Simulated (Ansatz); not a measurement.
H₆NSi₂, SMILES [SiH3][N][SiH3], multiplicity 2.

Geometry optimised at B3LYP-D3(BJ)/def2-SVP. The isomer is the one that the SMILES or the coordinates give; other isomers of the formula were not compared.

Two levels are set side by side: PBE/def2-SVPD (Ansatz, a first-principles code) and PBE0/def2-SVPD (Ansatz). Energy differences of separate SCF runs at the same geometry; the states with an electron removed or added have multiplicity 3 and 1. Differences are taken from unrounded values.

| quantity | PBE0 | PBE | PBE minus PBE0 |
|---|---|---|---|
| vertical ionisation energy (eV) | 9.45 | 9.17 | -0.28 |
| vertical electron affinity (eV) | 2.29 | 2.38 | 0.09 |
